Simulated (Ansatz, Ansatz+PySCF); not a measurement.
```xyz
2

Mg    0.0000    0.0000    0.0000
S     0.0000    0.0000    2.3573
```

Basis set: def2-SVP (spherical functions). Left uncorrelated: 6 orbitals. Charge 0, multiplicity 1.

Computed with Ansatz (development build ahead of 0.2.0); each method stands on the lowest determinant of its kind that the runs found. Restricted open shells among the atoms or ions are ROHF, correlated in semicanonical orbitals with singles.

The atomization energy at this shape (free ground-state atoms in the same class of orbitals less the molecule, no zero-point energy) of singlet MgS:

| method | atomization energy |
| --- | --- |
| RHF-CCSD(T) | 1.45 eV |
| RHF-MP2 | 1.58 eV |
| UHF-CCSD(T) | 1.35 eV |
| UHF | 1.33 eV |

**Question.** What does RHF give?

**Answer.** 0.11 eV. Caution for RHF-CCSD(T), RHF-MP2, RHF: an unrestricted determinant lies well below. Caution for UHF-CCSD(T): a plain start can end on a higher determinant; another reference gives a lower total. Caution for UHF-CCSD(T), UHF: the unrestricted determinant is a mixture of spin states.
